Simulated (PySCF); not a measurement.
Electronic absorption of C6H13As

C6H13As.
InChI=1S/C6H13As/c7-5-6-3-1-2-4-6/h6H,1-5,7H2

The calculation used TDDFT PBE0/def2-SVPD, vertical, gas phase, core orbitals frozen in the response in PySCF. Isolated species at its PBE0-D3(BJ)/def2-SVP geometry (one conformer only). Relativistic effects, spin–orbit coupling among them, are left out although an element past zinc is present.

```csv
state,E (eV),E (kJ/mol),λ (nm),f,|μ| (D),"main configurations (H = HOMO, L = LUMO)"
S1,6.24,602,198.6,0.062,1.62,H→L (93%)
S2,6.52,629,190.2,0.064,1.60,H→L+1 (91%)
S3,6.76,653,183.3,0.117,2.13,H→L+2 (89%)
S4,7.24,699,171.2,0.012,0.65,H→L+3 (85%)
S5,7.49,723,165.6,0.0059,0.45,H→L+4 (78%)
S6,7.67,740,161.6,0.0079,0.52,H-1→L (87%)
S7,7.78,750,159.4,0.014,0.70,H→L+5 (91%)
S8,7.93,765,156.4,0.014,0.68,H-1→L+1 (88%)
S9,8.18,789,151.6,0.0065,0.46,H→L+6 (68%)
S10,8.23,794,150.6,0.012,0.62,"H-2→L (40%), H-3→L (28%), H→L+6 (10%)"
```

Triplets, Tamm–Dancoff:

| state | E (eV) | λ (nm) | main configurations (H = HOMO, L = LUMO) |
| --- | --- | --- | --- |
| T1 | 5.37 | 230.9 | H→L (67%), H→L+2 (12%), H→L+3 (8%) |
| T2 | 5.42 | 228.8 | H→L+1 (80%) |
| T3 | 6.23 | 199.1 | H→L+2 (65%), H→L (15%), H→L+4 (11%) |
| T4 | 7.05 | 175.9 | H→L+3 (52%), H-1→L (16%), H→L (10%) |

The lowest singlet lies at 6.24 eV (199 nm, vacuum ultraviolet) and is of moderate strength; its leading configuration is HOMO→LUMO (93%). The strongest level in the table is S3 at 6.76 eV (183 nm, f = 0.117). Löwdin shares by element: HOMO arsenic 61%, carbon 14% or more, hydrogen 14% or more; LUMO arsenic 27%, hydrogen 19% or more, carbon 11% or more (atoms not listed hold the other 43%). Of the 10 states listed, 7 reach f = 0.01 and none stays under 0.0005. Weighted by f, the mean energy of these states is 6.85 eV. The listed states span 1.99 eV, and the widest gap between neighbours is 0.48 eV (S3 to S4). The vertical ionisation energy (ΔSCF) is 9.07 eV, 0.84 eV above S10. Singlets were solved by full linear response, triplets in the Tamm–Dancoff approximation.

Without π bonds the low states are Rydberg-like; a valence basis with one diffuse set may place them up to an eV too high.
